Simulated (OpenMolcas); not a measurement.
## Rh5+: moving or changing the point charges

Rh5+ among 6 point charges of -1.7 e arranged as a tetragonal octahedron (D4h), 2.01 Å from the ion, with the axial distance 2.131 Å.
```
   2.0100    0.0000    0.0000  -1.70
   0.0000    2.0100    0.0000  -1.70
  -2.0100    0.0000    0.0000  -1.70
   0.0000   -2.0100    0.0000  -1.70
   0.0000    0.0000    2.1306  -1.70
   0.0000    0.0000   -2.1306  -1.70
```

| Quantity | Value |
| --- | --- |
| Program | OpenMolcas 26.06 |
| Method | CASSCF |
| Basis | ANO-RCC-VDZP [6s5p3d1f] |
| Scalar Hamiltonian | DKH2, point nucleus |
| Active space | 4 electrons in 5 orbitals (4d) |
| State averaging | 2S+1 = 5 even, 5 roots; 2S+1 = 3 even, 45 roots; 2S+1 = 1 even, 50 roots |
| Spin-orbit coupling | state interaction with AMFI integrals over the reference wave functions |

Runs around this geometry, states (labels of D4, the rotations of D4h). Energies in cm-1 above the lowest state or level, χT in cm3 K/mol.

```json
{"R (Å)": "2.01", "q (e)": "-1.7", "Axial / equatorial distance": "0.98", "Ground state": "5A1", "First state of that spin": "5B1 925.8", "First gap with spin-orbit (degeneracies)": "324.3 (1, 2)", "χT at 300 K": "1.259", "First state of another spin": "3A2 19222"}
{"R (Å)": "2.01", "q (e)": "-0.85", "Axial / equatorial distance": "1.06", "Ground state": "5B1", "First state of that spin": "5A1 1202", "First gap with spin-orbit (degeneracies)": "289.0 (1, 1)", "χT at 300 K": "0.782", "First state of another spin": "3E 21206"}
{"R (Å)": "1.84", "q (e)": "-1.7", "Axial / equatorial distance": "1.06", "Ground state": "5B1", "First state of that spin": "5A1 3141", "First gap with spin-orbit (degeneracies)": "66.6 (1, 1)", "χT at 300 K": "1.814", "First state of another spin": "3E 18716"}
{"R (Å)": "2.01", "q (e)": "-1.7", "Axial / equatorial distance": "1.06", "Ground state": "5B1", "First state of that spin": "5A1 2384", "First gap with spin-orbit (degeneracies)": "112.1 (1, 1)", "χT at 300 K": "1.391", "First state of another spin": "3E 20264"}
{"R (Å)": "2.15", "q (e)": "-1.7", "Axial / equatorial distance": "1.06", "Ground state": "5B1", "First state of that spin": "5A1 1930", "First gap with spin-orbit (degeneracies)": "166.6 (1, 1)", "χT at 300 K": "1.089", "First state of another spin": "3E 20932"}
```

Taking the first state of the same spin as R^-n, n = -ln(1930 / 3141) / ln(2.15 / 1.84) = 3.1 between the shortest and longest distance.

Scaling the charges by -0.85 / -1.7 = 0.50 scales the first state of the same spin by 1202 / 2384 = 0.50; with fixed orbitals a first-order splitting would follow the charge.

The ground state changes within this set.

Without dynamic correlation the repulsion within the d shell is too large (B by tens of per cent), so at a given field states of lower spin stand too high. Point charges give a weaker field than real ligands, and real ions of this kind are as a rule low spin; the high spin found here belongs to the model. Spin-orbit coupling mixes the spin-free states strongly: the lowest level takes only 68 % from its leading state, 5A1 (figures for R = 2.01, q = -1.7, ratio = 0.98; the like holds for R = 2.01, q = -0.85, ratio = 1.06, R = 2.15, q = -1.7, ratio = 1.06). The ground term spreads over less than 5000 cm-1, several times less than with real ligands, so orbital moments are less quenched and χT lies further from the spin-only value than at real sites (holds for R = 2.01, q = -0.85, ratio = 1.06; R = 2.15, q = -1.7, ratio = 1.06). Point charges carry no covalency, so the field is a model and not that of real ligands. No measured value stands beside these numbers.
